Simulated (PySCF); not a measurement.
Isomers of C3H5N. All species are isolated molecules in the gas phase. One relaxed conformer stands for each flexible species; it need not be the lowest. Strings in code marks are SMILES.

Method: PySCF with B3LYP-D3(BJ)/def2-TZVP // PBE0-D4/def2-TZVP. B3LYP has the VWN-RPA correlation part, as in Gaussian. Delta-SCF ions had no search for a lower state. Excitations are Tamm–Dancoff values on a coarser integration grid. The basis has no diffuse functions, so Rydberg states are missing or too high.

```tsv
species	S1–T1 gap (TDA) (eV)	S1 oscillator strength	HOMO (eV)	vertical ionisation energy (Delta-SCF) (eV)
`N(C)=C=C`	…	…	-6.40	8.86
`[H]/N=C\C=C` (C–C–C–N torsion 180°)	1.04	0.004	-7.51	10.03
`NC#CC`	0.26	0.003	-5.83	8.35
`C#CNC`	…	0.001	…	8.49
`CCC#N`	…	0.000	-9.08	…
`NC1C=C1`	0.54	0.009	-6.19	8.77
```

Problem. Fill in the missing entries.

Solution. 
- `N(C)=C=C`, S1–T1 gap (TDA) (eV): 0.46
- `N(C)=C=C`, S1 oscillator strength: 0.001
- `C#CNC`, S1–T1 gap (TDA) (eV): 0.29
- `C#CNC`, HOMO (eV): -6.01
- `CCC#N`, S1–T1 gap (TDA) (eV): 1.29
- `CCC#N`, vertical ionisation energy (Delta-SCF) (eV): 11.80
